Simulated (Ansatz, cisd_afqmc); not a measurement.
System: Tl, charge 0, doublet.

Quantity: electron affinity (Tl- (triplet) against Tl (doublet)), in eV. Radicals and triplets start from unrestricted determinants; spin-orbit coupling is neglected. Correlated methods leave the cores frozen (noble-gas shells, and filled d and f shells in the p block). Past Kr the def2 sets carry scalar-relativistic core potentials. AFQMC/CISD: phaseless, guided by CISD from CCSD amplitudes; bars are statistical, one sigma. Outlying blocks are dropped, and bars are widened where a walk drifts. Over all cases where full CI ran beside it in this data, AFQMC minus full CI had a median of +0.1 mEh and passed +0.4 mEh in a tenth of the cases. CBS(X,Y): correlation extrapolated as X^-3, Hartree-Fock from the larger set. A bracket is a step between two methods taken in the basis named. Full CI freezes restricted core orbitals, also for open shells; the composite that ends in it estimates full CI at the basis-set limit. For partners of very few electrons the exact lower level stands in for a higher one. Spin-orbit terms, left out, reach several kcal/mol for Br and I, and more for heavier atoms. def2-TZVPD holds few diffuse functions, which lowers the functionals' binding of the extra electron.

```csv
level,program,electron affinity (eV),difference against the last row
HF/def2-SVPD,Ansatz,-0.29,-0.57
HF/def2-QZVPPD,Ansatz,-0.05,-0.33
PBE/def2-TZVPD,Ansatz,0.30,0.02
B3LYP/def2-TZVPD,Ansatz,0.27,-0.01
PBE0/def2-TZVPD,Ansatz,0.28,0.00
CAM-B3LYP/def2-TZVPD,Ansatz,0.21,-0.07
wB97X-V/def2-TZVPD,Ansatz,0.07,-0.21
wB97M-V/def2-TZVPD,Ansatz,0.15,-0.13
CCSD/def2-SVPD,Ansatz,-0.06,-0.34
"CCSD/CBS(def2-TZVPPD,def2-QZVPPD)",Ansatz,0.24,-0.04
CCSD(T)/def2-QZVPPD,Ansatz,0.25,-0.03
CCSDT(Q)/def2-QZVPPD,Ansatz,0.26,-0.02
CCSDTQ/def2-SVPD,Ansatz,-0.04,-0.32
AFQMC/CISD/def2-TZVPPD,cisd_afqmc,0.18 ± 0.01,-0.10
AFQMC/CISD/def2-QZVPPD,cisd_afqmc,0.25 ± 0.01,-0.03
"CCSD(T)/CBS(def2-TZVPPD,def2-QZVPPD) + [AFQMC/CISD - CCSD(T)]/def2-TZVPPD",Ansatz + cisd_afqmc,0.27 ± 0.01,-0.01
"CCSD(T)/CBS(def2-TZVPPD,def2-QZVPPD) + [CCSDT(Q) - CCSD(T)]/def2-QZVPPD + [CCSDTQ - CCSDT(Q)]/def2-TZVPPD",Ansatz,0.28,0.00
"CCSD(T)/CBS(def2-TZVPPD,def2-QZVPPD) + [CCSDT(Q) - CCSD(T)]/def2-QZVPPD + [FCI - CCSDT(Q)]/def2-TZVPPD",Ansatz,0.28,0.00
```

Ansatz is a first-principles code.
